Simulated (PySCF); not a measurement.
C5H10O2Sn, SMILES C=[CH][Sn]([OH])([CH]=C)[O]C at its GFN2-xTB optimised geometry (Å):

```
18

C     -0.4844    -3.3104    -2.7372
C     -1.4212    -2.9362    -1.8918
Sn    -0.9644    -1.9415     0.0000
O      1.0403    -1.9415     0.0000
C     -1.7174    -2.5177     1.9649
C     -2.3196    -1.6793     2.7809
O     -1.4285     0.0462     0.0000
C     -1.1155     0.9434    -1.0199
H     -0.7278    -3.7823    -3.6800
H      0.5617    -3.1683    -2.5224
H     -2.4735    -3.0802    -2.0963
H      1.4285    -1.3090     0.6021
H     -1.5372    -3.5498     2.2305
H     -2.6594    -1.9902     3.7600
H     -2.4985    -0.6534     2.5069
H     -0.0551     0.9215    -1.2867
H     -1.3573     1.9415    -0.6471
H     -1.7035     0.7590    -1.9236
```

Level of theory: CAM-B3LYP/def2-SVP, def2 effective core potentials past Kr (PySCF). The core electrons that the potentials of Sn replace are not part of the density.

Map of the Laplacian of the electron density (e/bohr⁵) on the plane z = 1.5 Å:

```
|77777777777777777777777777777|
|77777777777777777777777777777|
|77777777777777777777777777777|
|77777777777777777777777777777|
|77777777777777777777777777777|
|77777777777777777777777777777|
|77777777777777777777777777777|
|77777777777777777777777777777|
|77777777777777777777777777777|
|77777777777777777777777777777|
|77777778888877777777777777777|
|77777788888887777777777777777|
|77777888888888777777777777777|
|77788888888888777777777777777|
|77888888888888877777777777777|
|77888888888888877788877777777|
|78888888888888888888887777777|
|78888888888888888888888777777|
|78888888888888888888888777777|
|78888999998888888888888777777|
|78888999988888888888888777777|
|78888999877888888888888777777|
|78888995016888888888888777777|
|78888885217888888888887777777|
|78888899679988888888877777777|
|77888899999988888888777777777|
|77888899999888887777777777777|
|77788889998888877777777777777|
|77778888888888777777777777777|
```
Scale: ten equal steps from -0.510 (start of '0') to 0.131 (end of '9'), in the order '0123456789'; x runs from -4.00 to 4.00, y from -4.00 (bottom) to 4.00 (top).
